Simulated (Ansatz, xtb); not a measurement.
# C4H2F4: which of two isomers lies lower

Structure a: `FC1=C[C@@H]1C(F)(F)F`, a singlet. Structure b: `C#C[C@H](F)C(F)(F)F`, a singlet. Both are isolated molecules in the gas phase, relaxed with PBE0-D3(BJ)/def2-SVP.

a (Å):

```xyz
10

C    -1.1501   -1.0437   -0.0221
C    -0.0547   -1.7232   -0.0548
C    -0.3793   -0.8194   -1.2475
C     0.3979    0.4562   -1.4634
F    -2.2545   -0.7292    0.5816
F     0.7302    1.0354   -0.3081
F     1.5271    0.2232   -2.1405
F    -0.3137    1.3370   -2.1735
H     0.6707   -2.4352    0.3231
H    -0.6892   -1.2570   -2.2112
```

b (Å):

```yaml
atoms:
  - { symbol: C, position_ang: [-1.6237, -2.2887, -0.7954] }
  - { symbol: C, position_ang: [-1.0935, -1.2043, -0.7446] }
  - { symbol: C, position_ang: [-0.4643, 0.1081, -0.6654] }
  - { symbol: C, position_ang: [1.0121, 0.0639, -1.0706] }
  - { symbol: F, position_ang: [-1.0890, 1.0136, -1.4737] }
  - { symbol: F, position_ang: [1.5470, 1.2759, -0.9641] }
  - { symbol: F, position_ang: [1.6767, -0.7599, -0.2637] }
  - { symbol: F, position_ang: [1.1640, -0.3508, -2.3204] }
  - { symbol: H, position_ang: [-2.0921, -3.2552, -0.8474] }
  - { symbol: H, position_ang: [-0.4960, 0.4783, 0.3749] }
```

Quicker runs give these differences E(b) − E(a): GFN2-xTB −40.5 kJ/mol; HF/STO-3G −55.8 kJ/mol (at GFN2-xTB geometries); r2SCAN-D4/def2-SVP −30.9 kJ/mol (at GFN2-xTB geometries).

Q: Estimate E(b) − E(a) at the level CCSD(T)/def2-SVP + ΔMP2/def2-TZVPP.

A: Calculated at CCSD(T)/def2-SVP + ΔMP2/def2-TZVPP: E(b) − E(a) = −70.6 kJ/mol, so structure b lies lower.

Level by level:

```csv
level,geometry,E(b) − E(a) (kJ/mol),departure from the last row (kJ/mol),"job, with rough time for the two"
GFN2-xTB,GFN2-xTB,−40.5,+30.1,"optimisation, 0.25 s"
HF/STO-3G,GFN2-xTB,−55.8,+14.9,"single point, 0.86 s"
r2SCAN-D4/def2-SVP,GFN2-xTB,−30.9,+39.8,"single point, 4.3 s"
PBE0-D3(BJ)/def2-SVP,PBE0-D3(BJ)/def2-SVP,−21.9,+48.7,"optimisation, 57 s"
HF/def2-SVP,PBE0-D3(BJ)/def2-SVP,−75.3,−4.7,part of the CCSD(T) run
MP2/def2-SVP,PBE0-D3(BJ)/def2-SVP,−55.3,+15.4,part of the CCSD(T) run
CCSD(T)/def2-SVP,PBE0-D3(BJ)/def2-SVP,−57.5,+13.2,single point
CCSD(T)/def2-SVP + ΔMP2/def2-TZVPP,PBE0-D3(BJ)/def2-SVP,−70.6,,"single point, 71 s"
```

As drawn, b has 1 C≡C in place of 1 C=C, 1 C–C. Structure a has a 3-membered ring, b no ring.

The levels shown agree on the order. The largest departure from CCSD(T)/def2-SVP + ΔMP2/def2-TZVPP is that of PBE0-D3(BJ)/def2-SVP, 48.7 kJ/mol. The last row adds to CCSD(T) the change of the MP2 difference between the two basis sets, here −13.2 kJ/mol, a large step that makes the value less sure.

With thermal terms from frequencies at re-optimised GFN2-xTB minima (ideal gas, soft modes damped towards free rotors, one conformer each, 298.15 K, 1 atm): on the last row, ΔE + ΔZPE = −73.3, ΔH = −71.9, ΔG = −74.6 kJ/mol.

The correlated steps freeze 8 core orbitals. Codes used: Ansatz 0.2.0, xtb 6.7.1; the last row on 2 threads of Intel(R) Xeon(R) Processor @ 2.70GHz on a shared host.
